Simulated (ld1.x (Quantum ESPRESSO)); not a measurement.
terbium: from the effect back to the setting (TM)

Base potential:

terbium, norm-conserving Troullier–Martins (Kleinman–Bylander form), made with ld1.x (Quantum ESPRESSO) 7.5 (BP86, scalar-relativistic). Core [Kr] 4d10 4f8, reference 5s2 5p6 5d1 6s1.5 6p0 (charge +0.5). Waves: 5s (bound): rc 2.15 bohr; 5p (bound): rc 1.45 bohr; 5d (bound): rc 3.25 bohr. Local part: all-electron potential smoothed inside 2.35 bohr (lloc = -1). Core correction: none.

Occupied shells without a wave of their own: 6s. They enter only through the test configuration that unscreens the potential.

Cutoffs, loose and tight: the cutoffs (Ry, on a coarse ladder) from which the occupation-weighted sum of valence levels, in a spherical-Bessel basis at the reference potential, stays within 10 and 1 mRy of its value at 400 Ry. They do not see the model core or the augmentation charge, which bear on the density cutoff. Test errors are all-electron minus pseudo excitation energies from the reference, over the configurations 5s2 5p6 5d1 6s2 6p0; 5s2 5p6 5d1 6s1 6p0; 5s2 5p6 5d1 6s0 6p0; 5s1 5p6 5d1 6s2 6p0; 5s2 5p6 5d2 6s0 6p0; 5s2 5p6 5d1.5 6s1.5 6p0; 5s2 5p5 5d1 6s2 6p0; variants that change the core or the reference have their own tests.

Only the s radius is moved (3 further runs of the sweep failed or gave no value and are left out):

| s radius (bohr) | cutoff, loose | cutoff, tight | bound ghosts | largest test error (meV) | median size of the test errors |
| --- | --- | --- | --- | --- | --- |
| 2.08 | 70 Ry | 90 Ry | none | +1474 | 724.2 meV |
| 2.36 | 70 Ry | 90 Ry | none | +1377 | 672.2 meV |
| 2.5 | 70 Ry | 90 Ry | none | +1210 | 593.4 meV |
| 2.7 | 70 Ry | 90 Ry | none | +974 | 486.7 meV |
| 3.2 | 70 Ry | 90 Ry | none | -807 | 276.6 meV |

Problem. One more run gave cutoff, loose: 70 Ry; cutoff, tight: 90 Ry; bound ghosts: none; largest test error (meV): -861; median size of the test errors: 342.8 meV. Which value of the s radius was used?

Solution. 2.98 bohr. The median size of the test errors moves one way along this sweep, from 724.2 meV at 2.08 to 276.6 meV at 3.2 bohr, which places the run between 2.7 and 3.2 bohr.
